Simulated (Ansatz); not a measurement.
`[O]=[Mo](=[O])([OH])[F]` + NH₃ → `[NH2][Mo](=[O])(=[O])[OH]` + H–F at 400 K and 1 bar (ligand exchange at a Mo–F bond).

Program: Ansatz. Geometries: PBE0-D4/def2-TZVP. ΔE: electronic, gas phase. CCSD(T)/CBS is the MP2 limit (def2-TZVPP, def2-QZVPP) plus CCSD(T) − MP2 in def2-TZVPP, frozen cores. This one scheme is used for every species. Elements past krypton have def2 core potentials. For Mo outer-core shells are correlated without core-valence functions, which leaves a few kJ/mol of doubt a bond. Each species was taken in one conformer, which may not be the lowest.

```tsv
species	CCSD(T)/CBS energy (Eh)	H − E (kJ/mol)	S (J/(mol·K))
`[O]=[Mo](=[O])([OH])[F]`	-394.21125	86.3	355.6
NH₃	-56.50880	104.2	203.1
`[NH2][Mo](=[O])(=[O])[OH]`	-350.30648	151.1	375.0
H–F	-100.39570	36.5	182.2
```

H − E and S are ideal-gas, rigid-rotor, harmonic terms from PBE0-D4/def2-TZVP, for one conformer and one mirror image of each species. 1 Eh = 2625.50 kJ/mol, R = 8.31446 J/(mol·K).

Problem. By hand: ΔE, ΔH, ΔS and ΔG.

Solution. ΔE = (-350.30648) + (-100.39570) − (-394.21125) − (-56.50880) = 0.01787 Eh = 46.9 kJ/mol. Δ(H − E) = 151.1 + 36.5 − 86.3 − 104.2 = -2.9, so ΔH = 44.0 kJ/mol. ΔS = 375.0 + 182.2 − 355.6 − 203.1 = -1.5 J/(mol·K). ΔG = 44.0 − 400 × (-1.5)/1000 = 44.6 kJ/mol.

Problem. By hand: the equilibrium constant, and the temperature at which ΔG would vanish if ΔH and ΔS stayed fixed.

Solution. log₁₀ K = −ΔG/(RT ln 10) = -5.8. ΔH and −TΔS have one sign here, so there is no such temperature.

The number of gas molecules stays the same, so ΔS is small and ΔH decides. A doubt of 5 kJ/mol in ΔE shifts log₁₀ K by 0.7 here. Other conformers and mirror images would add mixing entropy, several J/(mol·K) or more a flexible species. These are equilibria of isolated gas molecules and say nothing of rates. Largest T1 diagnostic: 0.025 (customary marks: 0.02 for closed shells, 0.045 for open ones).

ΔS is within the doubt of such terms, so its sign, and with it that verdict, could turn.
